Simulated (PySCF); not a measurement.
Isomers of C8H11O2P, one GFN2-xTB conformer each. Single-point energies are computed at PBE0/pcSseg-1 (PySCF, gas phase, no added dispersion term), electronic only.

Question: Rank them by PBE0/pcSseg-1 energy, lowest first (kJ/mol).
A. `[CH3:1][P@:2](=[O:3])([OH:4])[CH2:5][c:6]1[cH:7][cH:8][cH:9][cH:10][cH:11]1` with C1–P2–O4–H 138°, C1–P2–C5–C6 172°, P2–C5–C6–C7 -93°
B. `[CH3:1][C:2]([CH3:3])([CH3:4])[c:5]1[o:6][cH:7][c:8]([CH:9]=[O:10])[p:11]1` with C7–C8–C9–O10 0°
C. `[cH:1]1[cH:2][c:3]([P:4]2[CH2:5][CH2:6][O:7][CH2:8][CH2:9]2)[cH:10][o:11]1` with C2–C3–P4–C5 151°, C3–P4–C5–C6 -156°, P4–C5–C6–O7 65°, C5–C6–O7–C8 -66°, C6–O7–C8–C9 66°
D. `[CH3:1][C:2]#[C:3][P@:4](=[O:5])([OH:6])[C:7]1=[CH:8][CH2:9][CH2:10][CH2:11]1` with C3–P4–O6–H 119°, C3–P4–C7–C8 -120°, C7–C8–C9–C10 10°, C8–C9–C10–C11 -16°, C9–C10–C11–C7 16°, P4–C7–C11–C10 172°
E. `[CH3:1][c:2]1[cH:3][cH:4][cH:5][c:6]([P@@:7]([CH3:8])(=[O:9])[OH:10])[cH:11]1` with C5–C6–P7–C8 -114°, C6–P7–O10–H -111°
F. `[CH3:1][C:2]([CH3:3])([CH3:4])[c:5]1[o:6][c:7]([CH:8]=[O:9])[cH:10][p:11]1` with O6–C7–C8–O9 180°
G. `[CH3:1][C:2](=[O:3])[CH2:4][P:5]([CH3:6])[c:7]1[cH:8][cH:9][o:10][cH:11]1` with C1–C2–C4–P5 -76°, C2–C4–P5–C6 -70°, C4–P5–C7–C8 135°

Answer: E (0.0), A (5.1), B (230.2), F (234.6), D (240.5), G (240.8), C (270.1).

As drawn, the lowest has an O–H bond and a P=O bond, which the highest lacks. Neighbours under 10 kJ/mol apart (Cc1cccc([P@@](C)(=O)O)c1 and C[P@](=O)(O)Cc1ccccc1; CC(C)(C)c1occ(C=O)p1 and CC(C)(C)c1oc(C=O)cp1; CC(C)(C)c1oc(C=O)cp1 and CC#C[P@](=O)(O)C1=CCCC1; CC#C[P@](=O)(O)C1=CCCC1 and CC(=O)CP(C)c1ccoc1) can change places with a better method, another conformer or zero-point energy. GFN2-xTB itself gives, in the same order: 0.0, 9.0, 269.8, 271.6, 190.1, 282.6, 259.7. Both levels put the same isomer lowest; measured from each level's own lowest isomer, the values differ by up to 50.4 kJ/mol (CC#C[P@](=O)(O)C1=CCCC1: 190.1 against 240.5).

Which frontier levels, dipoles and rotational constants go with these structures?

```json
{"SMILES": "Cc1cccc([P@@](C)(=O)O)c1", "HOMO (eV, PBE0/pcSseg-1)": "-7.36", "LUMO (eV)": "-0.86", "dipole (D)": "3.39", "A, B, C (MHz)": "1815, 628.4, 532.1"}
{"SMILES": "C[P@](=O)(O)Cc1ccccc1", "HOMO (eV, PBE0/pcSseg-1)": "-7.05", "LUMO (eV)": "-0.30", "dipole (D)": "2.36", "A, B, C (MHz)": "2219, 603.2, 562.6"}
{"SMILES": "CC(C)(C)c1occ(C=O)p1", "HOMO (eV, PBE0/pcSseg-1)": "-7.04", "LUMO (eV)": "-1.67", "dipole (D)": "3.77", "A, B, C (MHz)": "2350, 557.3, 499.6"}
{"SMILES": "CC(C)(C)c1oc(C=O)cp1", "HOMO (eV, PBE0/pcSseg-1)": "-6.96", "LUMO (eV)": "-1.96", "dipole (D)": "3.95", "A, B, C (MHz)": "1848, 620.5, 516.8"}
{"SMILES": "CC#C[P@](=O)(O)C1=CCCC1", "HOMO (eV, PBE0/pcSseg-1)": "-7.36", "LUMO (eV)": "-0.62", "dipole (D)": "3.64", "A, B, C (MHz)": "1281, 638.1, 519.1"}
{"SMILES": "CC(=O)CP(C)c1ccoc1", "HOMO (eV, PBE0/pcSseg-1)": "-6.47", "LUMO (eV)": "-0.67", "dipole (D)": "1.97", "A, B, C (MHz)": "2271, 502.4, 460.5"}
{"SMILES": "c1cc(P2CCOCC2)co1", "HOMO (eV, PBE0/pcSseg-1)": "-6.36", "LUMO (eV)": "0.10", "dipole (D)": "0.56", "A, B, C (MHz)": "2443, 564.0, 505.8"}
```
